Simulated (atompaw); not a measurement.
## An all-electron radial function and its pseudo partner (Gd (Z = 64))

Columns: radius, all-electron u(r) and pseudo u(r) of the 4f shell (level -12.11 eV) of gadolinium in the configuration [Kr] 4d10 4f6.5 5s2 5p6 5d1.5 6s2 6p0; LDA (PW92), scalar-relativistic, PAW (atompaw) scheme, atompaw 4.2.0.5.

| r (bohr) | all-electron | pseudo |
| --- | --- | --- |
| 0.100 | 0.0785 | 0.0034 |
| 0.200 | 0.3957 | 0.0480 |
| 0.300 | 0.7454 | 0.1962 |
| 0.400 | 0.9807 | 0.4577 |
| 0.500 | 1.0858 | 0.7534 |
| 0.600 | 1.0962 | 0.9653 |
| 0.700 | 1.0509 | 1.0291 |
| 0.800 | 0.9770 | 0.9781 |
| 0.900 | 0.8915 | 0.8915 |
| 1.000 | 0.8040 | 0.8040 |
| 1.100 | 0.7196 | 0.7196 |
| 1.200 | 0.6410 | 0.6410 |
| 1.300 | 0.5692 | 0.5692 |
| 1.400 | 0.5044 | 0.5044 |
| 1.500 | 0.4465 | 0.4465 |
| 1.600 | 0.3951 | 0.3951 |
| 1.700 | 0.3497 | 0.3497 |
| 1.800 | 0.3095 | 0.3095 |
| 1.900 | 0.2740 | 0.2740 |
| 2.000 | 0.2428 | 0.2428 |
| 2.100 | 0.2153 | 0.2153 |
| 2.200 | 0.1911 | 0.1911 |
| 2.300 | 0.1698 | 0.1698 |
| 2.400 | 0.1509 | 0.1509 |
| 2.500 | 0.1343 | 0.1343 |
| 2.600 | 0.1197 | 0.1197 |

(1) How many radial nodes do the two functions have?

(2) At about which radius was the pseudo-wave matched?

(3) Where does each function peak?

(4) Is the pseudo-wave norm-conserving?

Answers

(1) The all-electron 4f function has n − l − 1 = 0; the pseudo-wave has 0.

(2) 0.90 bohr, where the columns begin to agree (steps of 0.10 bohr).

(3) Outermost all-electron maximum near 0.60 bohr, pseudo maximum near 0.70 bohr (to the table’s step).

(4) No, it belongs to a PAW set: the norm inside the radius is not constrained, and the difference is carried by the augmentation charge.
